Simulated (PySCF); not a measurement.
Species: C₃H₁₁NSi₂.
InChI=1S/C3H11NSi2/c1-2-3-5-6-4/h2H,1,3-6H2

Torsions of this conformer, `[CH2:1]=[CH:2][CH2:3][SiH2:4][SiH2:5][NH2:6]`: C1–C2–C3–Si4 106°, C2–C3–Si4–Si5 171°, C3–Si4–Si5–N6 -58°, H–N6–Si5–Si4 -56°, H–N6–Si5–Si4 166°.

The closed-shell ground state was solved at several levels (PySCF, density fitting, gas phase, non-relativistic). Geometry: PBE0-D3(BJ)/def2-SVP, one conformer, isolated molecule.

```
              level  basis functions  HOMO (eV)  LUMO (eV)  gap (eV)  dipole (D)
 CAM-B3LYP/pcSseg-1              171      -8.17       1.16      9.33        1.63
CAM-B3LYP/def2-SVPD              216      -8.20       0.78      8.98        1.52
```

Estimate the row for PBE0/pcSseg-1, a basis of 171 functions; the other rows only guide the guess.

HOMO -6.90 eV, LUMO 0.10 eV, gap 7.00 eV, dipole 1.62 D.

Over all these levels, which gives the widest orbital gap and which the narrowest?

CAM-B3LYP/pcSseg-1 (range-separated hybrid) has the widest, 9.33 eV, and PBE0/pcSseg-1 (global hybrid, 25 % exact exchange) the narrowest, 7.00 eV. The two share the basis. From the narrowest to the widest the HOMO moves by -1.27 eV and the LUMO by +1.06 eV.

How far do the dipole and the HOMO energy spread over the levels?

The dipole runs from 1.52 to 1.63 D (mean 1.59 D) and the HOMO from -8.20 to -6.90 eV.
